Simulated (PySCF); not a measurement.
# One molecule, several mistakes: AlB2H3N

Calculated results; nothing here was measured. The program is PySCF 2.14.0, an open-source quantum chemistry code, run on an isolated molecule that a program drew, which may never have been made. The molecule is AlB2H3N (charge 0, doublet), drawn as the SMILES string `B=N[B][AlH2]`.

Each row is a Hartree-Fock (HF) and frozen-core CCSD(T) single point in the cc-pV(D+d)Z basis, meant for a local HF minimum. Run 1 is clean. Each other run has one planted mistake out of seven kinds, and not every kind appears here: one electron removed, one electron added, multiplicity raised by two, geometry at a saddle point, minimal basis STO-3G, one bond length entered in bohr, all coordinates scaled. The reference is restricted for singlets and unrestricted otherwise, and also for a bond in bohr. Adding or removing an electron swaps singlet and doublet. Electrons count all cores. HOMO and LUMO are orbital energies over both spins, the gradient is its largest component, and the lowest frequency (negative if imaginary) is given only where the gradient is small. Bond lengths are over the 6 bonds as drawn. T1 is the CCSD diagnostic: over 0.02 (restricted) or 0.045 (unrestricted) a single reference is doubtful.

Geometry of the clean run:
```xyz
7
AlB2H3N, angstrom
B     0.4744    1.9645   -1.6101
N     0.2416    0.9443   -0.9108
B    -0.0083   -0.1505   -0.1601
Al   -0.3861   -1.8066    0.9755
H     0.6903    2.9124   -2.2599
H    -0.7869   -1.6204    2.4938
H    -0.2689   -3.2362    0.3101
```

| run | electrons | basis functions | <S^2> | HOMO (eV) | LUMO (eV) | gradient (hartree/bohr) | lowest frequency (cm^-1) | mean bond (Å) | longest bond (Å) | T1 | HF (hartree) | CCSD(T) (hartree) | mistake |
|---|---|---|---|---|---|---|---|---|---|---|---|---|---|
| 1 | 33 | 80 | 0.788 | -6.48 | 1.23 | 2.3e-05 | 118 | 1.4974 | 2.043 | 0.0197 | -347.47009 | -347.88186 | no fault |
| 2 | 34 | 80 | 0.000 | 0.08 | 6.45 | 3.4e-02 | - | 1.4974 | 2.043 | 0.0204 | -347.43954 | -347.89902 | one electron added |
| 3 | 33 | 80 | 1.587 | -6.51 | 0.85 | 1.0e-02 | - | 1.7319 | 2.988 | 0.0649 | -347.36896 | -347.77520 | one bond length entered in bohr |
| 4 | 33 | 27 | 0.886 | -3.85 | 6.63 | 4.3e-02 | - | 1.4974 | 2.043 | 0.0288 | -343.19424 | -343.40394 | minimal basis STO-3G |
| 5 | 32 | 80 | 0.000 | -16.03 | -4.99 | 7.8e-02 | - | 1.4974 | 2.043 | 0.0159 | -347.26111 | -347.65141 | one electron removed |
| 6 | 33 | 80 | 0.781 | -6.49 | 1.28 | 3.0e-02 | - | 1.4615 | 1.994 | 0.0184 | -347.46546 | -347.87360 | ? |

**Which mistake was planted in run 6, and what did it cost?**

The mean and the longest bond both change by the same factor, 0.976, and the gradient is no longer small. So the mistake is: all coordinates scaled. Subtracting run 1 and multiplying by 627.51 kcal/mol a hartree, the energy moved by 2.9 kcal/mol in HF and 5.2 kcal/mol in CCSD(T).

Cautions from the logs. Run 2: T1 is over the limit, so its CCSD(T) energy is less reliable and the HOMO is above zero, so the electron isn't bound and the energy depends on the basis; run 3: T1 is over the limit, so its CCSD(T) energy is less reliable.
